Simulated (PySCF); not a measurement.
## Two-photon absorption: 4-ethylpyridine 1-oxide, C₇H₉NO

Geometry:
```csv
atom,x (Å),y (Å),z (Å)
C1,-2.375,0.510,-0.586
C2,-1.611,-0.511,0.256
C3,-0.139,-0.222,0.326
C4,0.411,0.610,1.308
C5,1.759,0.909,1.331
N6,2.623,0.409,0.394
O7,3.842,0.687,0.425
C8,2.107,-0.410,-0.575
C9,0.762,-0.723,-0.619
H10,-3.449,0.273,-0.619
H11,-1.999,0.530,-1.620
H12,-2.262,1.525,-0.175
H13,-2.026,-0.531,1.277
H14,-1.764,-1.520,-0.159
H15,-0.223,1.041,2.087
H16,2.243,1.545,2.072
H17,2.854,-0.773,-1.279
H18,0.417,-1.383,-1.419
```

Method: PySCF, TDDFT CAM-B3LYP/aug-cc-pVDZ excited states, vertical, gas phase. Geometry: PBE0-D3(BJ)/def2-SVP.

Task: How strongly do the lowest singlets absorb one photon, and two photons of half the energy?

Result: δ for parallel linear polarisation; σ at the peak of a Lorentzian of half width 0.1 eV, single beam; Ω is circular over linear.
```csv
state,E (eV),f,photon λ (nm),δ (au),σ (GM),Ω,main
S1,4.32,0.020,574,15.4,0.11,1.50,HOMO→LUMO+1 0.90
S2,4.51,0.000,550,0.26,0.00,1.50,HOMO−1→LUMO 0.86
S3,4.67,0.285,530,12.6,0.10,0.40,HOMO→LUMO 0.88
S4,5.43,0.001,456,112,1.21,0.72,"HOMO→LUMO+2 0.65, HOMO→LUMO+4 0.22"
S5,5.61,0.001,442,0.26,0.00,1.16,HOMO−1→LUMO+1 0.98
S6,5.87,0.000,423,11.6,0.15,1.50,HOMO→LUMO+3 0.87
```

Among these, the strongest one-photon state is S3, the strongest two-photon state S4, with a dipole change of 2.6 D (relaxed, norm of the difference vector).
